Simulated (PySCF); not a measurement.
The same groups moved round the core (benzothiophene chloro+silyl). Gas-phase values, no solvent. Strings in code marks are SMILES.

The four lowest singlet excitations (Tamm–Dancoff). Method: PySCF 2.14.0 with PBE0-D3(BJ)/def2-TZVP // PBE0-D3(BJ)/def2-SVP. Excitations are Tamm–Dancoff values on a coarser integration grid. The basis has no diffuse functions, so Rydberg states are missing or too high.

```json
[
 {"state": "S1", "energy (eV)": "4.46", "wavelength (nm)": "278", "oscillator strength": "0.104"},
 {"state": "S2", "energy (eV)": "4.82", "wavelength (nm)": "257", "oscillator strength": "0.094"},
 {"state": "S3", "energy (eV)": "5.25", "wavelength (nm)": "236", "oscillator strength": "0.000"},
 {"state": "S4", "energy (eV)": "5.51", "wavelength (nm)": "225", "oscillator strength": "0.333"}
]
```

Question: Name which member gives these states.
(A) `[SiH3]c1cc2c(Cl)cccc2s1`
(B) `[SiH3]c1cc(Cl)cc2sccc12`
(C) `[SiH3]c1c(Cl)ccc2ccsc12`

Answer: A, `[SiH3]c1cc2c(Cl)cccc2s1`
